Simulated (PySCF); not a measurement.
Question: What does the GFN2-xTB structure of InChI=1S/C6H8S/c1-2-6-3-4-7-5-6/h3-5H,2H2,1H3 look like in three dimensions?

Answer: 
```xyz
15
C6H8S angstrom
C     -1.898   -0.367    0.677
C     -1.107   -0.324   -0.632
C      0.290    0.158   -0.395
C      1.313   -0.644    0.179
C      2.484    0.020    0.329
S      2.379    1.645   -0.224
C      0.730    1.416   -0.657
H     -1.414   -1.028    1.392
H     -1.956    0.626    1.115
H     -2.908   -0.727    0.497
H     -1.075   -1.326   -1.067
H     -1.608    0.340   -1.338
H      1.173   -1.673    0.459
H      3.411   -0.339    0.730
H      0.184    2.232   -1.088
```

Orientation and origin are arbitrary. Atoms count from 1 in this order. The 5 C–C bonds span 1.354 Å (C4–C5, aromatic) to 1.529 Å (C1–C2, drawn single), a spread of 0.175 Å. The 5-membered ring C3–C4–C5–S6–C7 has internal angles of 90.8° to 113.0°; it is planar, 0.00 Å rms from its mean plane, widest ring torsion 0°. Of the pairs four or more bonds apart, C4···H8 is among the closest relative to their van der Waals radii: 3.01 Å, 104 % of the sum of Bondi's values.

Bonds between heavy atoms (Å): C1–C2 1.529, C2–C3 1.497, C3–C4 1.421, C4–C5 1.354, C5–S6 1.720, S6–C7 1.721, C3–C7 1.359.

Computed geometry: GFN2-xTB, gas phase.

Point group: C1 (no symmetry element, even within 0.4 Å). No GFN2-xTB frequencies stand behind this structure, so it isn't proved a minimum. One conformer, not necessarily the lowest (C1–C2–C3–C4 76°).
